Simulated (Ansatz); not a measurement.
The cluster Zr₃O₄⁺. The state is a doublet with charge 1. Geometry PBE0-D4/def2-SVP, basis def2-TZVP, Ansatz.

Cartesian coordinates in Å:
```
Zr -0.669 0.819 -0.532
Zr 1.929 0.117 -0.373
Zr 0.159 -1.541 1.163
O -1.401 -0.123 1.237
O -1.571 -1.017 0.077
O 0.926 1.662 0.239
O 0.626 0.084 -1.810
```

| run | HOMO (eV) | LUMO (eV) |
| --- | --- | --- |
| A | -8.00 | -6.82 |
| B | -8.65 | -6.13 |
| C | -7.63 | -7.10 |
| D | -10.56 | -4.06 |
| E | -7.73 | -7.16 |

In the def2 sets Zr takes a core potential; there is no spin–orbit coupling. LC-ωPBE has ω = 0.4 bohr⁻¹. The structure holds 1 bond(s) between oxygen atoms. No other spin state of charge 1 was run. Another isomer (doublet) lies 6.20 eV lower at PBE0-D4/def2-TZVP; other spin states weren't run for this one.

HOMO and LUMO are taken over both spins.

The runs used BLYP, LC-ωPBE, PBE, PBE0, r2SCAN. Estimate which is which.

A r2SCAN (0 % exact exchange); B PBE0 (25 % exact exchange); C BLYP (0 % exact exchange); D LC-ωPBE (range-separated); E PBE (0 % exact exchange). Exact exchange lowers occupied and raises empty levels; among semilocal functionals meta-GGAs tend to open the gap a little, and such runs are hard to tell apart. The gap grows from 0.52 eV (BLYP) to 6.50 eV (LC-ωPBE). At r2SCAN-D4/def2-TZVP, LC-ωPBE/def2-TZVP the charge 1 doublet is spin-contaminated (final ⟨S²⟩ up to 0.93, 0.75 for a pure state).
